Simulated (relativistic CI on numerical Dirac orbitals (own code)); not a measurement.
# d2 in a ligand field

Computed with a parametric ligand-field model of a d^n configuration (Racah B and C, spin-orbit zeta, crystal field), exact diagonalisation.

Field parameters in Wybourne normalisation: Td as Oh with Dq negative (B⁴₀ = 21Dq, B⁴₄ = √(5/14) B⁴₀). The field is a parameter set, without covalency.

B = 620 cm⁻¹, C = 2550 cm⁻¹ (C/B = 4.11), Td, no spin-orbit coupling. Tanabe-Sugano data, E/B above the lowest term (Δ = |10Dq|; b, c mark the second and third term of a kind):

| Δ/B | 3A2 | 3T2 | 3T1 | 1E | 1T2 | 1A1 |
| --- | --- | --- | --- | --- | --- | --- |
| 1.0 | 0.00 | 1.00 | 1.79 | 13.95 | 14.62 | 20.99 |
| 2.8 | 0.00 | 2.81 | 4.96 | 14.74 | 16.98 | 22.23 |
| 4.6 | 0.00 | 4.60 | 8.00 | 15.16 | 19.17 | 23.29 |
| 6.4 | 0.00 | 6.40 | 10.97 | 15.41 | 21.26 | 24.20 |
| 8.2 | 0.00 | 8.19 | 13.78 | 15.56 | 23.26 | 24.97 |
| 10.0 | 0.00 | 10.00 | 16.48 | 15.67 | 25.23 | 25.64 |
| 11.8 | 0.00 | 11.81 | 19.05 | 15.75 | 27.16 | 26.22 |
| 13.6 | 0.00 | 13.60 | 21.47 | 15.81 | 29.04 | 26.71 |
| 15.4 | 0.00 | 15.40 | 23.80 | 15.85 | 30.93 | 27.14 |
| 17.2 | 0.00 | 17.19 | 26.03 | 15.89 | 32.78 | 27.52 |
| 19.0 | 0.00 | 19.00 | 28.19 | 15.92 | 34.64 | 27.85 |
| 20.8 | 0.00 | 20.81 | 30.29 | 15.95 | 36.50 | 28.14 |

The ground term stays 3A2.
